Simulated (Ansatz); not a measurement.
`C[SiH2][SiH](O)O` and `O[SiH](O)O[SiH3]` differ in one atom or group.

Ansatz, PBE0-D4/def2-TZVP geometries, multiplicity 1. Each molecule was computed in one conformer, which needn't be the lowest.

```json
{"property": "HOMO energy (PBE/def2-TZVPP) / eV", "`C[SiH2][SiH](O)O`": "-6.39"}
{"property": "size of the dipole moment (ωB97M-V/def2-TZVPP) / D", "`C[SiH2][SiH](O)O`": "1.56"}
{"property": "size of the dipole moment (B3LYP/def2-TZVPP) / D", "`C[SiH2][SiH](O)O`": "1.53"}
{"property": "LUMO energy (PBE/def2-TZVPP) / eV", "`C[SiH2][SiH](O)O`": "-1.03"}
{"property": "HOMO energy (PBE0/def2-TZVPP) / eV", "`C[SiH2][SiH](O)O`": "-7.61"}
{"property": "LUMO energy (ωB97M-V/def2-TZVPP) / eV", "`C[SiH2][SiH](O)O`": "1.37"}
```

Q: What does the change do to each property? (Best estimate.)

A: Ansatz gave: 
```json
{"property": "HOMO energy (PBE/def2-TZVPP) / eV", "`O[SiH](O)O[SiH3]`": "-7.38", "shift": "-0.99"}
{"property": "size of the dipole moment (ωB97M-V/def2-TZVPP) / D", "`O[SiH](O)O[SiH3]`": "1.42", "shift": "-0.14"}
{"property": "size of the dipole moment (B3LYP/def2-TZVPP) / D", "`O[SiH](O)O[SiH3]`": "1.39", "shift": "-0.14"}
{"property": "LUMO energy (PBE/def2-TZVPP) / eV", "`O[SiH](O)O[SiH3]`": "-0.63", "shift": "0.40"}
{"property": "HOMO energy (PBE0/def2-TZVPP) / eV", "`O[SiH](O)O[SiH3]`": "-8.84", "shift": "-1.23"}
{"property": "LUMO energy (ωB97M-V/def2-TZVPP) / eV", "`O[SiH](O)O[SiH3]`": "1.80", "shift": "0.43"}
```

With PBE0 the HOMO falls by 1.23 eV and the LUMO rises by 0.45 eV, so the gap widens by about 1.68 eV. PBE moves the HOMO by -0.99 eV and ωB97M-V by -1.47 eV. Dipoles are sizes alone; their direction can turn.

Positive LUMOs are unbound, so they and the gaps depend on the basis.

B3LYP here is the variant with VWN-RPA as its local correlation; programs differ in this.
